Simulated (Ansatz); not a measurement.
**Question.** Name a neutral molecule of C, Ga, N, O and H with HOMO energy (PBE/def2-TZVPP) between -5.80 and -5.50 eV and HOMO–LUMO gap (PBE0/def2-TZVPP) between 5.00 and 5.30 eV (Ansatz, PBE0-D4/def2-TZVP geometry).

**Answer.** `N=[CH][GaH][OH]` (-5.73 eV, 5.09 eV). Other molecules can fit too; these were computed, each in one conformer that needn't be the lowest.
